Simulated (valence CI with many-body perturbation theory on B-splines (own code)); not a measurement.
# Hyperfine factors and g values of Ba XLII

Calculated by relativistic CI+MBPT: five valence electrons over a frozen Dirac-Fock core [Ne], a basis of 9 s, 9 p, 8 d, 6 f, 3 g, 1 h functions for each j, with the one-electron correlation potential Σ1 (screened to all orders), the two-electron term Σ2, the three-electron term Σ3, Breit, model QED; selected single and double excitations, second order for the rest (own B-spline code, finite nucleus).

The last digits are not significant, and no measured levels were compared; by estimate large intervals hold to a few tenths of a per cent, small ones and those within an open d or f shell to about a per cent. Among the levels kept, up to 640 cm⁻¹ of a level comes from second order outside the variational space, and about a tenth of that is noise between levels of different J, which matters for small intervals.

A/g_I is the dipole constant over the nuclear g factor μ/I (μ in nuclear magnetons, uniformly magnetised nucleus), B/Q the quadrupole constant per barn. Both hold the static response of the core; the bare values leave it out. Large factors of s and p1/2 electrons are usually good to 5 to 10 %; those of open d and f shells near neutrality can be off by tens of per cent, and small factors of p3/2, d and f electrons come from cancelling terms and can be off by a factor of two or in sign, in half-filled shells by more. B is blank for J = 1/2, where it vanishes, and for nearly pure S terms. Energies count from the lowest level.

Levels are named by their leading jj configuration (3d3/2^4 stands for four electrons in 3d with j = 3/2), which in mixed levels can hold well under half, so a name can repeat and another be missing. Letters in brackets count levels of one name in rising energy.

```csv
Level,E (eV),g,A/g_I (MHz),A/g_I bare,B/Q (MHz/b),B/Q bare
(3s^2 3p1/2^2 3p3/2) J=3/2,0.00,1.389,75000,75100,135000,133000
(3s^2 3p1/2 3p3/2^2) J=3/2,85.48,1.440,-7030,-4990,25800,25400
(3s^2 3p1/2 3p3/2^2) J=5/2,94.05,1.193,169000,166000,-471,-459
(3s^2 3p1/2 3p3/2^2) J=1/2,104.61,0.656,525000,512000,,
(3s^2 3p1/2^2 3d3/2) J=3/2,159.38,0.784,36700,37900,14000,15200
(3s^2 3p1/2^2 3d5/2) J=5/2,183.70,1.316,126000,125000,-1760,-517
(3s^2 3p3/2^3) J=3/2,191.31,1.287,82700,82200,-161000,-158000
(3s 3p1/2^2 3p3/2^2) J=5/2,203.53,1.364,252000,248000,76200,75300
(3s 3p1/2^2 3p3/2^2) J=1/2,219.82,2.183,1390000,1360000,,
(3s 3p1/2^2 3p3/2^2) J=3/2,220.59,1.154,-154000,-147000,-33500,-32800
(3s^2 3p1/2 3p3/2 3d3/2) J=5/2 [a],244.26,0.959,129000,128000,-23100,-22000
(3s^2 3p1/2 3p3/2 3d3/2) J=3/2 [a],245.39,0.928,120000,119000,-92600,-91000
(3s^2 3p1/2 3p3/2 3d3/2) J=1/2 [a],245.93,0.219,188000,185000,,
(3s^2 3p1/2 3p3/2 3d3/2) J=7/2,252.51,1.064,123000,122000,122000,121000
(3s^2 3p1/2 3p3/2 3d5/2) J=7/2 [a],266.16,1.306,-12900,-10700,161000,160000
(3s^2 3p1/2 3p3/2 3d5/2) J=3/2 [a],266.75,1.445,50800,51800,-65900,-64500
(3s^2 3p1/2 3p3/2 3d5/2) J=5/2 [a],271.05,1.170,104000,103000,-42400,-41000
(3s^2 3p1/2 3p3/2 3d3/2) J=5/2 [b],274.18,1.255,102000,102000,33000,32500
(3s^2 3p1/2 3p3/2 3d5/2) J=9/2,275.15,1.202,91900,91300,131000,130000
(3s^2 3p1/2 3p3/2 3d3/2) J=3/2 [b],278.00,1.243,2470,4740,5590,4990
(3s^2 3p1/2 3p3/2 3d3/2) J=1/2 [b],278.14,1.637,354000,346000,,
(3s^2 3p1/2 3p3/2 3d5/2) J=7/2 [b],291.68,1.091,105000,104000,37600,38300
(3s^2 3p1/2 3p3/2 3d5/2) J=5/2 [b],293.83,1.184,12300,13600,39600,40100
(3s^2 3p1/2 3p3/2 3d5/2) J=3/2 [b],294.87,1.073,118000,116000,-16100,-15400
(3s^2 3p1/2 3p3/2 3d5/2) J=1/2,296.95,1.390,-199000,-191000,,
(3s^2 3p1/2 3p3/2 3d5/2) J=3/2 [c],303.85,1.191,170000,167000,-90500,-89000
(3s 3p1/2 3p3/2^3) J=5/2,311.24,1.265,346000,338000,-158000,-156000
(3s 3p1/2 3p3/2^3) J=3/2,325.67,1.164,161000,159000,14400,14200
(3s 3p1/2 3p3/2^3) J=1/2,326.28,1.266,-244000,-236000,,
(3s 3p1/2^2 3p3/2 3d3/2) J=5/2 [a],353.64,1.320,267000,262000,36800,35900
(3s 3p1/2^2 3p3/2 3d3/2) J=3/2 [a],355.11,1.370,209000,206000,-4730,-5410
(3s 3p1/2^2 3p3/2 3d3/2) J=1/2 [a],355.83,2.641,842000,826000,,
(3s 3p1/2^2 3p3/2 3d3/2) J=7/2,358.60,1.345,257000,253000,106000,105000
(3s^2 3p3/2^2 3d5/2) J=7/2,361.19,1.255,51100,51900,34200,33900
(3s^2 3p3/2^2 3d3/2) J=5/2,361.34,1.192,109000,108000,-28600,-28400
(3s^2 3p3/2^2 3d3/2) J=1/2,362.22,1.271,-18900,-18300,,
(3s^2 3p3/2^2 3d3/2) J=3/2 [a],362.46,1.177,37600,38700,-48200,-48100
(3s^2 3p3/2^2 3d5/2) J=9/2,365.16,1.229,46900,47400,88200,88400
(3s^2 3p3/2^2 3d3/2) J=7/2,365.25,1.092,57300,57400,14900,16600
(3s^2 3p3/2^2 3d5/2) J=1/2,366.77,1.635,170000,169000,,
```

(1) Take the isotope of mass number 135, with I = 3/2, μ = 0.8381 μN, leaving out the quadrupole term. What is the hyperfine structure of (3s^2 3p1/2 3p3/2^2) J=3/2?

Answers

(1) From the table A = -3930 MHz. Shifts from the centre of gravity in MHz: F = 0: 14700, F = 1: 10800, F = 2: 2950, F = 3: -8840.
